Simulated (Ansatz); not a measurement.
Reaction (substitution at a C–In bond): `C[CH2][In]([F])[CH2]C` + `CC[O][Zr]([OH])([OH])[O]CC` → `CC[O][Zr]([OH])([O]CC)[O]CC` + `C[CH2][InH][F]`

Calculated with Ansatz (gas phase, PBE0-D4/def2-TZVP geometries, no zero-point term in ΔE). CCSD(T)/CBS is the MP2 limit (def2-TZVPP, def2-QZVPP) plus CCSD(T) − MP2 in def2-TZVPP, frozen cores. Functionals use def2-TZVPP. B3LYP here is the variant with VWN-RPA as its local correlation; programs differ in this. def2 core potentials past Kr. For In, Zr outer-core shells are correlated without core-valence functions, which leaves a few kJ/mol of doubt a bond. Each species was taken in one conformer, which may not be the lowest.

Q: Is it downhill or uphill in electronic energy at CCSD(T)/CBS, and by how much? (An estimate is asked.)

A: Ansatz gave: Uphill: ΔE = +54.1 kJ/mol.

Q: What do these levels give: PBE-D4, r2SCAN-D4, r2SCAN0-D4, CAM-B3LYP-D4, B2PLYP, BLYP, B3LYP, BHLYP, CAM-B3LYP, HF/def2-TZVPP, MP2/def2-QZVPP, MP2/CBS(def2)? (Best estimate.)

A: The calculation gave: PBE-D4 44.9, r2SCAN-D4 44.6, r2SCAN0-D4 43.9, CAM-B3LYP-D4 36.9, B2PLYP 46.6, BLYP 44.9, B3LYP 43.1, BHLYP 38.7, CAM-B3LYP 39.0, HF/def2-TZVPP 27.7, MP2/def2-QZVPP 62.1, MP2/CBS(def2) 65.5 kJ/mol.

Largest T1 diagnostic among the species: 0.015.

At CCSD(T), def2-SVP lies −27.4 kJ/mol from the extrapolated value and def2-TZVPP −7.9 kJ/mol. In def2-TZVPP, CCSD(T) changes the Hartree–Fock value by +18.6 kJ/mol (the triples alone add +1.1 kJ/mol) and MP2 by +29.9 kJ/mol. From BLYP to BHLYP (50 % exact exchange), in def2-TZVPP and without D4, ΔE moves by −6.2 kJ/mol.
